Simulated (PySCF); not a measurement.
First-order multiplets

Atom-mapped SMILES (the numbers label the heavy atoms): `[O:1]=[C:2]([OH:3])[CH2:4][C:5]([F:6])([F:7])[F:8]`. Each H is labelled by its parent atom.

PySCF 2.14 calculation with PBE0-D3(BJ)/def2-SVP geometry, GIAO PBE0/pcSseg-1 shieldings and B3LYP/pcJ-1 coupling constants (spin–dipole term only in couplings to heteroatoms); one computed conformer, gas phase, relativity neglected, averaged over atoms made equivalent by symmetry, fast rotation or ring inversion.

Referencing at the same level of theory: $^{13}$C, $^{1}$H vs TMS; $^{19}$F vs CFCl3.

Spectrometer: 600 MHz for $^{1}$H. First-order analysis; couplings under 1 Hz (under 4 Hz in carbon signals) are ignored, and nearly equal couplings are merged; the smaller ones broaden or split the lines further.

(1) What pattern does C5 show in the proton-coupled $^{13}$C spectrum?

(2) What pattern does H(C4) show ($^{1}$H)?

(3) What pattern does C4 show in the proton-coupled $^{13}$C spectrum?

(4) What pattern does F6/F7/F8 show ($^{19}$F)?

Answers

(1) A quartet of triplets at δ 128.8: 344.4 Hz to F6/F7/F8 (3 × $^{19}$F, 1 bond away), 7.5 Hz to H(C4) (2 × $^{1}$H, 2 bonds away). Lines in Hz from the centre (relative intensity): +524.1 (1), +516.6 (2), +509.1 (1), +179.7 (3), +172.2 (6), +164.7 (3), -164.7 (3), -172.2 (6), -179.7 (3), -509.1 (1), -516.6 (2), -524.1 (1). The outer lines are 1048.2 Hz apart, the sum of the couplings kept, or 6.948 ppm at this field.

(2) A quartet at δ 2.84: 10.1 Hz to F6/F7/F8 (3 × $^{19}$F, 3 bonds away). Lines in Hz from the centre (relative intensity): +15.2 (1), +5.0 (3), -5.0 (3), -15.2 (1). The outer lines are 30.3 Hz apart, the sum of the couplings kept, or 0.051 ppm at this field.

(3) A triplet of quartets at δ 42.3: 139.1 Hz to H(C4) (2 × $^{1}$H, 1 bond away), 34.3 Hz to F6/F7/F8 (3 × $^{19}$F, 2 bonds away). Lines in Hz from the centre (relative intensity): +190.6 (1), +156.2 (3), +122.0 (3), +87.7 (1), +51.5 (2), +17.1 (6), -17.1 (6), -51.5 (2), -87.7 (1), -122.0 (3), -156.2 (3), -190.6 (1). The outer lines are 381.1 Hz apart, the sum of the couplings kept, or 2.526 ppm at this field.

(4) A triplet at δ -75.5: 10.1 Hz to H(C4) (2 × $^{1}$H, 3 bonds away). Lines in Hz from the centre (relative intensity): +10.1 (1), +0.0 (2), -10.1 (1). The outer lines are 20.2 Hz apart, the sum of the couplings kept, or 0.036 ppm at this field.

OH and NH positions are those of a molecule without intermolecular hydrogen bonds; in solution they move with solvent, concentration and temperature, and exchange usually removes their couplings.
